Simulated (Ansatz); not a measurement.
CH₈SeSi₂ (`C[SiH2][Se][SiH3]`) at its PBE0-D4/def2-TZVP geometry, where that method's forces vanish. Total charge 0; spin multiplicity 1.

```xyz
12

C    -1.3479    0.6048   -1.1601
Si   -0.8565    0.8311    0.6244
Se   -0.1939   -1.1281    1.6003
Si    1.7964   -1.2438    0.5078
H    -0.5075    0.2382   -1.7531
H    -2.1656   -0.1135   -1.2449
H    -1.6759    1.5582   -1.5837
H    -2.0083    1.2913    1.4414
H     0.2513    1.8174    0.7356
H     1.6044   -1.3508   -0.9622
H     2.4809   -2.4621    1.0044
H     2.6228   -0.0426    0.7899
```

(1) What forces (eV/Å) does PBE-D4/def2-TZVPP give on these atoms in the Gaussian-basis code of Ansatz? (Best estimate.)

Results:

(1) Computed: 
```
C1   0.000  0.015  0.023
Si2  0.021  0.028 -0.010
Se3 -0.137 -0.184  0.222
Si4  0.015  0.025 -0.028
H5   0.157 -0.071 -0.116
H6  -0.155 -0.135 -0.022
H7  -0.065  0.177 -0.091
H8  -0.124  0.050  0.095
H9   0.113  0.116  0.014
H10 -0.003 -0.014 -0.163
H11  0.074 -0.133  0.051
H12  0.102  0.125  0.024
```
